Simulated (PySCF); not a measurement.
PySCF was given this input:
```python
from pyscf import gto, scf, mp

mol = gto.Mole()
mol.atom = '''
    Si   -0.00000000   -0.00000000   -1.06660351
    S     0.00000000    0.00000000    0.93327807
'''
mol.basis = 'aug-cc-pvdz'
mol.verbose = 4
mol.build()

mf = scf.RHF(mol)
mf.kernel()

pt = mp.MP2(mf)
pt.kernel()
print('E(MP2) = %.10f' % pt.e_tot)
```

Q: What is the computed MP2 correlation energy (MP2/aug-cc-pVDZ (PySCF))?

A: -0.2324 Eh

Q: Predict the total energy from MP2/aug-cc-pVDZ.

A: -686.7144 Eh

Q: What SCF-reference HOMO-LUMO gap does MP2/aug-cc-pVDZ give?

A: 10.58 eV

Q: Estimate the SCF-reference dipole moment that MP2/aug-cc-pVDZ returns for this input.

A: 2.67 D

Q: What is the computed nuclear repulsion energy (MP2/aug-cc-pVDZ)?

A: 59.2714 Eh

Q: What SCF-reference Mulliken (on the basis functions themselves) charges in atom order does MP2/aug-cc-pVDZ give?

A: Si1 0.51, S2 -0.51
